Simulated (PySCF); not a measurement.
Co(SH)2 (quartet state).
Bonds: Co1–S2, Co1–S4. Hydrogens: H3 on S2; H5 on S4.

Method: PBE0-D3(BJ)/def2-SVP geometry optimisation, gas phase in PySCF; unrestricted, density fitting, grid level 1; the optimiser is geomeTRIC in internal coordinates, started from a GFN2-xTB structure with every atom displaced at random (about 0.03 Å).

Step 1: E = -59306.1641 eV
```
atom  x, y, z in Å  |  force x, y, z in eV/Å
Co1     0.5336    0.0655   -0.1389   -0.032  -0.005   0.095
S2     -0.1854   -0.0324    1.8953    0.058   0.043   0.228
H3      1.0089    0.3899    2.3897   -0.047  -0.026  -0.009
S4     -0.0082   -0.0818   -2.2301    0.250   0.056  -0.419
H5     -1.2741   -0.4517   -1.9780   -0.229  -0.068   0.106
```

Step 2: E = -59306.1752 eV
```
atom  x, y, z in Å  |  force x, y, z in eV/Å
Co1     0.5151    0.0719   -0.1388   -0.117  -0.024   0.068
S2     -0.1856   -0.0168    1.9130    0.121   0.055   0.105
H3      1.0220    0.3760    2.4018   -0.070  -0.030  -0.023
S4     -0.0043   -0.0771   -2.2505    0.074   0.006  -0.207
H5     -1.2724   -0.4645   -1.9876   -0.009  -0.006   0.058
```

Question: Estimate the geometry and energy of step 3. (The exact step hangs on the optimiser's Hessian estimate; all steps are aligned on step 2, rigid shifts and turns removed.)

Answer: E = -59306.1921 eV, largest force 0.306 eV/Å
```
atom  x, y, z in Å  |  force x, y, z in eV/Å
Co1     0.4503    0.0877   -0.1366   -0.297  -0.073  -0.001
S2     -0.1858    0.0298    1.9538    0.167   0.048  -0.118
H3      1.0558    0.3320    2.4146   -0.031  -0.007   0.003
S4      0.0031   -0.0626   -2.2918    0.107   0.020   0.082
H5     -1.2484   -0.4974   -2.0021    0.054   0.012   0.034
```

The energy changes by -0.0169 eV. The first-order estimate −F·Δx gives -0.0212 eV and the mean of the old and new forces, exact on a quadratic surface, -0.0171 eV. The step makes an angle of 58° with the force vector and moves no atom by more than 0.067 Å.

The cost below is that of the whole optimisation. On Arm Neoverse V2, one thread, shared host, this took 1.7 min of wall time and 0.34 GiB of memory at its peak.
